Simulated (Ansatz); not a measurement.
phosphorus atom (P), quartet; CCSD(T)/6-311G** (Ansatz, an electronic-structure program).

Input for Ansatz:
Ansatz 0.2 input:
```yaml
crystal:
  periodic: [false, false, false]
  atoms:
    - {symbol: P, position_ang: [0.00000000, 0.00000000, 0.00000000]}
basis:
  gaussian:
    orbitals: 6-311G__.json
magnetization: {spin_polarized: true, initial_magnetization: 3}
correlation: {method: ccsd_t, electrons: outside_noble_gas}
accuracy: high
```
The basis file holds 6-311G** in the JSON format of the Basis Set Exchange.

Question: Write the output that Ansatz gives for this input, abridged.

Answer: 
```
Functional definition: HF
201 factors; integrals over basis functions are off by at most 3.2e-9 eV
mean field evaluation 1: about -9271.0405 eV, gradient 3.6e0 eV
mean field evaluation 2: about -9271.0437 eV, gradient 3.7e0 eV
mean field evaluation 4: about -9271.1322 eV, gradient 2.0e-1 eV
mean field evaluation 8: about -9271.1326 eV, gradient 4.0e-4 eV
mean field evaluation 16: about -9271.1322 eV, gradient 2.3e-1 eV
mean field -9271.13258256 eV, -340.7078382097 hartree, gradient 2.7e-8 eV, S^2 3.750384; 0 other end points of the search recorded, 0 dependent functions left out
5 core orbitals not correlated
reference -9271.13258256 eV, -340.7078382097 hartree; 4, 1 occupied and 18, 21 virtual orbitals, 201 factors
second order -1.64244602 eV of doubles, -0.00000000 eV of singles
cycle   1  -1.97104731 eV  change   -3.3e-1 eV  update   4.0e-2
cycle   2  -2.07074875 eV  change   -1.0e-1 eV  update   1.1e-2
cycle   3  -2.07180974 eV  change   -1.1e-3 eV  update   1.3e-3
cycle   4  -2.07229382 eV  change   -4.8e-4 eV  update   2.2e-4
cycle   5  -2.07214940 eV  change    1.4e-4 eV  update   3.4e-5
cycle   6  -2.07218821 eV  change   -3.9e-5 eV  update   6.4e-6
cycle   7  -2.07218280 eV  change    5.4e-6 eV  update   9.9e-7
cycle   8  -2.07218267 eV  change    1.2e-7 eV  update   1.3e-7
cycle   9  -2.07218275 eV  change   -7.6e-8 eV  update   2.3e-8
cycle  10  -2.07218274 eV  change    6.9e-9 eV  update   1.1e-8
cycle  11  -2.07218267 eV  change    7.2e-8 eV  update   2.0e-8
cycle  12  -2.07218265 eV  change    2.3e-8 eV  update   5.8e-9
cycle  13  -2.07218265 eV  change   4.0e-10 eV  update   1.1e-9
cycle  14  -2.07218265 eV  change   5.4e-11 eV  update  2.7e-10
perturbative correction -0.03135374 eV, -0.0011522287 hartree
Total energy: -9273.23611895 eV, -340.7851417461 hartree
```
